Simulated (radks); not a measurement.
Q: Ionisation of the xenon ion Xe+, [Kr] 4d10 5s2 5p5, to [Kr] 4d10 5s2 5p4 as the strength of local exchange is varied. All-electron calculation, non-relativistic Kohn-Sham, Slater X-alpha exchange (alpha = 2/3 is LDA exchange), no correlation, spin-polarised, spherical densities, point nucleus; open shells are filled with parallel spins first (spin-orbit coupling, left out, can overturn this in heavy ions); relativity is left out, which matters for an element this heavy. Program: a radial shooting solver on a logarithmic mesh with Libxc functionals.

alpha  E(Xe+) (hartree)  exchange (hartree)  IE (eV)  -e of the level emptied (eV)  <r> of it (bohr)
0.667       -7223.32844          -170.26812   19.842                   15.439 (5p)             2.228
0.735       -7240.70661          -188.04831   20.646                   16.223 (5p)             2.200
0.799       -7257.09815          -204.85362   21.417                   16.978 (5p)             2.175
0.882       -7278.40733          -226.75048   22.437                   17.979 (5p)             2.144
?           -7294.10529          -242.91708   23.202                   18.732 (5p)             2.122

Which alpha was used in the last row?

A: alpha = 0.943. NIST Atomic Spectra Database: 20.975 eV (semi-empirical). The Delta-SCF value meets it near alpha = 0.76. Relativity is left out here, which matters for elements this heavy. Open shells are spherical and high-spin; term and fine-structure splittings are not resolved.
